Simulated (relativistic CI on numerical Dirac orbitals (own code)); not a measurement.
# Hyperfine structure of Bi48+, mass number 209

Calculated at this level of theory: Dirac-Coulomb-Breit CI, KLI orbitals optimised for each configuration, a model potential for QED, unscaled Slater integrals (own radial code, finite nucleus).

Configuration list (outside the closed core [Ar] 3d10): 4s²4p⁵, 4s4p⁶, 4s²4p⁴4d, 4s²4p⁴4f, 4s4p⁵4d, 4s4p⁵4f, 4p⁶4d, 4s²4p³4d4f, 4s4p⁴4d², 4p⁶4f, 4s4p⁴4f², 4p⁵4d², 4p⁴4d³, 4p⁴4d²4f. Double excitations out of closed p, d and f shells are left out; levels of such configurations are missing from the list, as are those of other unlisted configurations, and high levels can miss mixing partners.

Nuclear spin I = 9/2, μ = 4.092 μN, Q = -0.516 b (tables of Stone and Pyykkö). The electronic factors are computed for point nuclear moments, without core polarisation or the Bohr-Weisskopf and QED corrections.

```
         Level  E (cm⁻¹)  A (GHz)  B (GHz)
 4s²4p⁵ ²P°3/2         0    84.24     98.6
 4s²4p⁵ ²P°1/2   1395702    898.9         
4s²4p⁴4d ²D3/2   1584261    44.33    -53.9
4s²4p⁴4d ⁴F9/2   1762652    46.43    -27.3
4s²4p⁴4d ²P1/2   1785898    20.08         
4s²4p⁴4d ²D5/2   1888567     23.6     -115
4s²4p⁴4d ²D5/2   1975928    33.56     92.4
   4s4p⁶ ²S1/2   2436507     2363
```

Levels with J = 0, under 50 % of one LS term, or S terms without an open s electron are left out. Small factors come from cancelling terms and can be off by tens of per cent or more.

At this charge energies of transitions that change n are usually good to better than 1 %, and those within a shell (Δn = 0) to a few per cent.

Task: Give the hyperfine levels of 4s²4p⁵ ²P°1/2 relative to its centre of gravity.

Result: With K = F(F + 1) − I(I + 1) − J(J + 1), E = AK/2: F = 4: -2472, F = 5: 2023 GHz.

LS names give the leading component of a level, which can be under half, so a name can repeat, a term be missing and a line seem to break the LS rules.
